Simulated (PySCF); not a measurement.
Se(OH)(SH), H₂OSSe, SMILES O[Se]S, singlet (CAM-B3LYP/def2-SVP optimised geometry):

```
5

Se    -0.792    -1.066     0.000
O      1.008    -1.066     0.000
H      1.301    -0.951     0.915
S     -1.301     1.066     0.000
H     -1.218     1.288    -1.332
```

Level of theory: CAM-B3LYP/def2-TZVP (PySCF).

**Question.** What are the frontier orbital energies and the dipole moment?

**Answer.** HOMO-2 -10.09 eV, HOMO-1 -9.26 eV, HOMO -8.27 eV, LUMO -0.04 eV, LUMO+1 0.09 eV; dipole moment 0.63 D.

On the same geometry PBE/def2-TZVP in PySCF gives HOMO-2 -7.36 eV, HOMO-1 -6.68 eV, HOMO -5.70 eV, LUMO -2.01 eV, LUMO+1 -1.92 eV; dipole moment 0.56 D.

Meta-Löwdin charges at CAM-B3LYP/def2-TZVP: Se1 0.38, O2 -0.67, H3 0.34, S4 -0.15, H5 0.10.
